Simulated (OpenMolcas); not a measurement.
An OpenMolcas run meant for Mn³⁺ (ANO-RCC-VTZP, X2C; inactive shells 1s 2s 2p 3s 3p; intended active space 4 electrons in 5 orbitals (3d)). One step of its input:

```
&RASSCF
FileOrb=start.orb
Symmetry=2
Spin=5
nActEl=4 0 0
Inactive=3 6
Ras2=5 0
CIRoot=5 5 1
SDav=5
CIMx=300
Iter=73 100
PrWF=0.3
OrbListing=Nothing
MaxOrb=0
Atom
>>> COPY $Project.JobIph JOB001
```

Lines from the output:

```
...
      Number of secondary orbitals              45
      Spin quantum number                      2.0
      State symmetry                             2
Orbital specifications:
      -----------------------

      Symmetry species                           1   2
                                                ag  au
      Frozen orbitals                            0   0
      Inactive orbitals                          3   6
      Active orbitals                            5   0
      RAS1 orbitals                              0   0
      RAS2 orbitals                              5   0
      RAS3 orbitals                              0   0
      Secondary orbitals                        22  23
      Deleted orbitals                           0   0
      Number of basis functions                 30  29
      Number of CSFs                             0
      Number of root(s) required                 5
 ************ ERROR ***********
  You can't ask for more roots
  than there are configurations
 ******************************
--- Stop Module: rasscf at  /rc=_RC_INPUT_ERROR_ ---
.####################.
.# User input error #.
.####################.
```

Task: What is wrong with the input?

Result: The state symmetry names the wrong parity for these configurations.
